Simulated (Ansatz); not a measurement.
`FCN[SiH3]` and `OCCN[SiH3]` differ in one atom or group.

Ansatz, PBE0-D4/def2-TZVP geometries, multiplicity 1. Each molecule was computed in one conformer, which needn't be the lowest.

| property | `FCN[SiH3]` |
| --- | --- |
| HOMO energy (PBE0/def2-TZVPP) / eV | -7.79 |
| HOMO–LUMO gap (B3LYP/def2-TZVPP) / eV | 7.65 |
| HOMO energy (ωB97M-V/def2-TZVPP) / eV | -10.12 |
| HOMO–LUMO gap (ωB97M-V/def2-TZVPP) / eV | 12.04 |
| HOMO energy (B3LYP/def2-TZVPP) / eV | -7.57 |
| HOMO energy (PBE/def2-TZVPP) / eV | -6.40 |

(1) Give the same properties after the change, and the shifts. (Estimate.)

Answers

(1) Ansatz gave: 
| property | `OCCN[SiH3]` | shift |
| --- | --- | --- |
| HOMO energy (PBE0/def2-TZVPP) / eV | -6.78 | 1.01 |
| HOMO–LUMO gap (B3LYP/def2-TZVPP) / eV | 6.76 | -0.89 |
| HOMO energy (ωB97M-V/def2-TZVPP) / eV | -9.12 | 1.00 |
| HOMO–LUMO gap (ωB97M-V/def2-TZVPP) / eV | 11.10 | -0.94 |
| HOMO energy (B3LYP/def2-TZVPP) / eV | -6.57 | 1.00 |
| HOMO energy (PBE/def2-TZVPP) / eV | -5.43 | 0.97 |

With PBE0 the HOMO rises by 1.01 eV and the LUMO rises by 0.14 eV, so the gap narrows by about 0.87 eV. PBE moves the HOMO by 0.97 eV and ωB97M-V by 1.00 eV. The zero-point energy changes by 105.8 kJ/mol with +12 modes.

B3LYP here is the variant with VWN-RPA as its local correlation; programs differ in this.
